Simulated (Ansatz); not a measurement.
Ansatz results at the PBE0-D4/def2-TZVP geometry: HOMO–LUMO gap (PBE/def2-TZVPP) 5.33 eV; HOMO–LUMO gap (B3LYP/def2-TZVPP) 6.86 eV; size of the dipole moment (PBE/def2-TZVPP) 1.12 D.

Each molecule was computed in one conformer, which needn't be the lowest.

(1) Which molecule gave them?
A. `[OH][SnH2][NH][SiH3]`
B. `[NH2][Al]([OH])[CH]=O`
C. `C=C([SiH3])[SiH3]`
D. `N[SiH](O)[SnH3]`

Results:

(1) D. The others give `C=C([SiH3])[SiH3]`: 5.12, 6.80, 0.81; `[NH2][Al]([OH])[CH]=O`: 2.36, 4.43, 2.75; `[OH][SnH2][NH][SiH3]`: 4.81, 6.53, 0.68.

B3LYP here is the variant with VWN-RPA as its local correlation; programs differ in this.
